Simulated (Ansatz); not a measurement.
Reaction (ligand exchange at the Si–S bond): `F[SiH2]SS` + `CBO` → `CBO[SiH2]F` + `SS`

Calculated with Ansatz (gas phase, PBE0-D4/def2-TZVP geometries, no zero-point term in ΔE). CBS: MP2 limit from def2 TZ/QZ plus the TZ coupled-cluster correction, frozen cores. This one scheme is used for every species. Functionals use def2-TZVPP. B3LYP here is the variant with VWN-RPA as its local correlation; programs differ in this. One conformer a species, not always the lowest.

```json
{"level": "PBE-D4", "ΔE (kcal/mol)": "-5.3", "difference from CCSD(T)/CBS": "4.5"}
{"level": "r2SCAN-D4", "ΔE (kcal/mol)": "-8.7", "difference from CCSD(T)/CBS": "1.1"}
{"level": "PBE0-D4", "ΔE (kcal/mol)": "-7.0", "difference from CCSD(T)/CBS": "2.8"}
{"level": "B3LYP-D4", "ΔE (kcal/mol)": "-10.2", "difference from CCSD(T)/CBS": "-0.4"}
{"level": "ωB97X-V", "ΔE (kcal/mol)": "-9.9", "difference from CCSD(T)/CBS": "-0.1"}
{"level": "B2PLYP", "ΔE (kcal/mol)": "-10.9", "difference from CCSD(T)/CBS": "-1.1"}
{"level": "PBE", "ΔE (kcal/mol)": "-5.9", "difference from CCSD(T)/CBS": "3.9"}
{"level": "r2SCAN", "ΔE (kcal/mol)": "-8.7", "difference from CCSD(T)/CBS": "1.1"}
{"level": "HF/def2-TZVPP", "ΔE (kcal/mol)": "-16.7", "difference from CCSD(T)/CBS": "-6.9"}
{"level": "MP2/def2-TZVPP", "ΔE (kcal/mol)": "-9.3", "difference from CCSD(T)/CBS": "0.5"}
{"level": "SCS-MP2/def2-TZVPP", "ΔE (kcal/mol)": "-11.0", "difference from CCSD(T)/CBS": "-1.2"}
{"level": "CCSD/def2-TZVPP", "ΔE (kcal/mol)": "-11.6", "difference from CCSD(T)/CBS": "-1.8"}
{"level": "CCSD(T)/def2-TZVPP", "ΔE (kcal/mol)": "-10.3", "difference from CCSD(T)/CBS": "-0.5"}
{"level": "SCS-MP2/def2-QZVPP", "ΔE (kcal/mol)": "-10.9", "difference from CCSD(T)/CBS": "-1.1"}
{"level": "MP2/CBS(def2)", "ΔE (kcal/mol)": "-8.8", "difference from CCSD(T)/CBS": "1.0"}
{"level": "CCSD/CBS(def2)", "ΔE (kcal/mol)": "-11.1", "difference from CCSD(T)/CBS": "-1.3"}
{"level": "CCSD(T)/CBS", "ΔE (kcal/mol)": "-9.8", "difference from CCSD(T)/CBS": "0"}
```

Largest T1 diagnostic among the species: 0.012.

In def2-TZVPP, CCSD(T) changes the Hartree–Fock value by +6.4 kcal/mol (the triples alone add +1.3 kcal/mol) and MP2 by +7.4 kcal/mol. The D4 term adds +1.1 kcal/mol with B3LYP and +0.5 kcal/mol with PBE0; it sums over pairs of atoms, weighted by their polarisabilities, and B3LYP, whose exchange is more repulsive, gets the larger term. From PBE to PBE0 (25 % exact exchange), in def2-TZVPP and without D4, ΔE moves by −1.5 kcal/mol.
